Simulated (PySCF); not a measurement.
B3LYP has the VWN-RPA correlation part, as in Gaussian. 

Cartesian coordinates (Å):
```xyz
14

Ti    -0.0243     0.0017     0.0085
C      0.4254     0.9894    -1.7369
H     -0.0913     0.5034    -2.5923
H      1.5261     0.9413    -1.8919
H      0.1060     2.0514    -1.6691
C      1.0826     0.8721     1.5056
H      0.8832     0.3652     2.4739
H      0.8217     1.9488     1.5931
H      2.1602     0.7709     1.2477
C      0.6381    -1.9332    -0.1962
H      0.4841    -2.4898     0.7532
H      1.7234    -1.9075    -0.4399
H      0.0857    -2.4421    -1.0150
Br    -2.3420     0.0828     0.4806
```
Charge 0, multiplicity 1.

Task: Give the HOMO–LUMO gap, charge on the central atom (meta-Löwdin), charge on the central atom (Mulliken), total energy, HOMO, LUMO and dipole moment at the level B3LYP-D3(BJ)/def2-TZVP // PBE-D3(BJ)/def2-SVP (PySCF).

Result: 
```
Item                                            Result
----------------------------------------  ------------
HOMO–LUMO gap                                  5.39 eV
charge on the central atom (meta-Löwdin)        1.27 e
charge on the central atom (Mulliken)           1.11 e
total energy                              -96424.41 eV
HOMO                                          -7.75 eV
LUMO                                          -2.36 eV
dipole moment                                   1.95 D
```
